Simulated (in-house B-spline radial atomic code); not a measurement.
Results of a calculation; reference values are marked as such.
## Li in an electron gas of r_s = 2.07: phase shifts, screening, friction and resistivity

A nucleus sits in a uniform electron gas with a rigid positive background. The Kohn-Sham equations are solved self-consistently in the spin-unpolarised LDA (PW92), non-relativistic, on B-splines with outgoing waves at the boundary and partial waves to l = 8. The model has no lattice, no bands and no magnetic solution. Atomic units; δ_l are the phase shifts at the Fermi level, counted so that each bound state adds π, and good to about 0.0005.

The density parameter is r_s = 2.07 bohr, near that of the valence electrons of Al (3 per atom, density 2.7 g/cm³, mass 26.98 u, which gives r_s = 2.07).

```csv
l,δ_l (rad)
0,2.7015
1,0.5295
2,0.0659
3,0.0099
4,0.0019
5,0.0003
6,0.0001
7,-0.0001
8,0.0000
```

Bound levels below the band bottom (hartree): s -1.428.

(1) Check the Friedel sum rule, and say where the screening charge sits.

(2) Find the transport cross section and the electronic stopping of a 1 keV Li ion (mass 6.94 u).

(3) What residual resistivity would 1 atomic per cent of such centres give in Al?

(4) On a substitutional site the background of one host ion, a sphere holding 3 charges, is taken out. The phase shifts for l = 0 to 4 become 2.0549, -0.2462, -0.1612, -0.0520, -0.0124. What follows?

## Answers

(1) k_F = (9π/4)^(1/3)/r_s = 0.92713. The rule is Z = (2/π) Σ (2l + 1) δ_l. The terms are s 1.720, p 1.011, d 0.210, f 0.044 and 0.013 beyond, in all 2.998 against Z = 3. Bound states hold 2 s, 0 p, 0 d electrons, so the scattering states carry 1.00 in all; where a term is smaller than its bound count, the bound level has drawn weight out of the band.

(2) σ_tr = (4π/k_F²) Σ (l + 1) sin²(δ_l − δ_(l+1)). The terms for l = 0 to 3 are 0.6801, 0.3999, 0.0094, 0.0003, all together 1.0896, so σ_tr = 14.619 × 1.0896 = 15.930 bohr². With n = 3/(4π r_s³) = 0.02692, the friction coefficient is Q = n k_F σ_tr = 0.3975. For v well below v_F = 0.927, dE/dx = Q v; with 24801 eV per u at v = 1, v = √(1000/(24801 × 6.94)) = 0.0762, so dE/dx = 0.03030 hartree/bohr = 15.6 eV/nm. The largest term couples the s and p waves.

(3) Δρ = k_F n_i σ_tr/n in atomic units of 21.74 μΩ·cm. With one host atom per 3 electrons, n_i/n = 0.01/3, so Δρ = 0.9271 × 0.00333 × 15.930 × 21.74 = 1.07 μΩ·cm. This is an atom added to the gas, as on an interstitial site.

(4) The Friedel sum is now -0.00, for Z − 3 = 0. The sum in σ_tr is 0.6118, so σ_tr = 8.94 bohr² and Δρ = 0.60 μΩ·cm per atomic per cent, 0.56 times the value above. A real host ion scatters too, so this model doesn't give zero even for the host's own atom.
